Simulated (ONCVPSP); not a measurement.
**arsenic: excitation energies, all-electron against ONCV**

```json
{"Element": "arsenic", "Generator": "ONCVPSP 4.0.1", "Type": "optimised norm-conserving Vanderbilt (ONCV)", "Functional": "PBE", "Relativity": "scalar-relativistic", "Frozen core": "[Ar]", "Valence charge": "15", "Reference configuration": "3d10 4s1.75 4p3.25", "Partial waves": "4s: rc 1.20 bohr, ncon 3, nbas 6, qcut 4.6 1/bohr, 2 projectors, debl 2.1 Ha; 4p: rc 1.80 bohr, ncon 5, nbas 10, qcut 5.5 1/bohr, 3 projectors, debl 3.1 Ha; 3d: rc 0.95 bohr, ncon 4, nbas 8, qcut 18.9 1/bohr, 2 projectors, debl 1.3 Ha", "Local potential": "polynomial inside 0.70 bohr (lpopt 5, dvloc0 0 Ha)", "Core correction": "Teter function, fcfact 4, rcfact 1.45"}
```

In the d channel the program set the typed energies aside and used -1.509, 0.250 Ha.

Energies are relative to the spin-unpolarised reference configuration 3d10 4s1.75 4p3.25; without spin polarisation the order of configurations can differ from experiment.

```json
{"valence configuration": "3d10 4s2 4p3", "charge": "0", "ΔE all-electron (eV)": "-2.332", "error AE − PS (meV)": "+0.7"}
{"valence configuration": "3d10 4s2 4p1", "charge": "+2", "ΔE all-electron (eV)": "24.735", "error AE − PS (meV)": "-4.1"}
```

What are ΔE and the potential's error for 3d9 4s2 4p4?

ΔE = 37.766 eV all-electron; the error (AE − PS) is -547 meV.

What are ΔE and the potential's error for 3d10 4s2 4p2?

ΔE = 6.817 eV all-electron; the error (AE − PS) is -1.3 meV.

Levels in the configuration 3d10 4s2 4p3:

| level | all-electron (eV) | pseudo (eV) |
| --- | --- | --- |
| 3d | -40.646 | -40.635 |
| 4s | -14.494 | -14.496 |
| 4p | -5.195 | -5.195 |

Note: ghosts flagged at negative energy: s at -161.9 eV; GHOST(+) flagged for p at 174.8 eV. A true bound ghost makes a file unfit for plane-wave use.
